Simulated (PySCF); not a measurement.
Compound: C7H7N3.
Atom-mapped SMILES: `[CH3:1][c:2]1[n:3][n:4][cH:5][c:6]([C:7]#[N:8])[c:9]1[CH3:10]`

Cartesian coordinates in Å at the GFN2-xTB level; atoms count from 1:
```xyz
17
C7H7N3 angstrom
C     -2.3078   -0.3087    0.1003
C     -0.8710   -0.7023    0.0252
N     -0.6224   -1.9996   -0.0135
N      0.5910   -2.4610   -0.0756
C      1.6137   -1.6411   -0.1012
C      1.4551   -0.2437   -0.0685
C      2.5968    0.5898   -0.1035
N      3.5417    1.2383   -0.1324
C      0.1579    0.2609   -0.0035
C     -0.1269    1.7226    0.0320
H     -2.5003    0.2569    1.0108
H     -2.5769    0.3170   -0.7493
H     -2.9217   -1.2042    0.0981
H      2.5932   -2.0938   -0.1511
H     -0.6814    1.9767    0.9355
H      0.7959    2.2984    0.0078
H     -0.7438    2.0061   -0.8209
```

NICS is the negative of the GIAO shielding at a point without a nucleus: at the ring centre (0) and 1 Å above and below it (1); zz is the component along the ring normal. Level: GIAO PBE0/pcSseg-1 (PySCF, non-relativistic, gas phase) on the GFN2-xTB geometry, one conformer.

Ring bond lengths (Å), with Mayer bond orders in brackets: C2–N3 1.321 (1.53), N3–N4 1.300 (1.30), N4–C5 1.311 (1.54), C5–C6 1.407 (1.28), C6–C9 1.393 (1.38), C9–C2 1.410 (1.21).

Problem. What do the NICS probes read (ppm)?

Solution. 
```csv
ring,type,NICS(0),"NICS(1), two faces","NICS(1)zz, two faces",rms pucker (Å),"centre to ring atoms, mean (Å)"
C2–N3–N4–C5–C6–C9,6-membered ring with 2 N; formal bonds all aromatic,-5.8,-11.2 / -11.3,-26.0 / -26.1,0.00,1.36
```

Problem. What can be read from them?

Solution. 
- C2–N3–N4–C5–C6–C9: mean NICS(1)zz -26.0 ppm, shielded, aromatic by this magnetic criterion (flat ring, no four-coordinate atom). NICS(0) lies 5 ppm above the mean NICS(1).

Problem. What does the geometric index give? HOMA = 1 − mean of α(R − Ropt)² over the ring bonds, with Krygowski's 1993 parameters (CC: Ropt 1.388 Å, α 257.7 Å⁻²; CN: Ropt 1.334 Å, α 93.52 Å⁻²; NN: Ropt 1.309 Å, α 130.33 Å⁻²).

Solution. 
- C2–N3–N4–C5–C6–C9: HOMA 0.95; the largest term is that of C9–C2, α(R − Ropt)² = 0.12. The geometric and the magnetic index point the same way.

Problem. What field does 11.7 T along the ring normal induce along that normal at the second NICS(1) probe listed for ring C2–N3–N4–C5–C6–C9, 1 Å off the ring?

Solution. NICSzz × B0 = -26.1 ppm × 11.7 T = -305 μT, against the applied field.
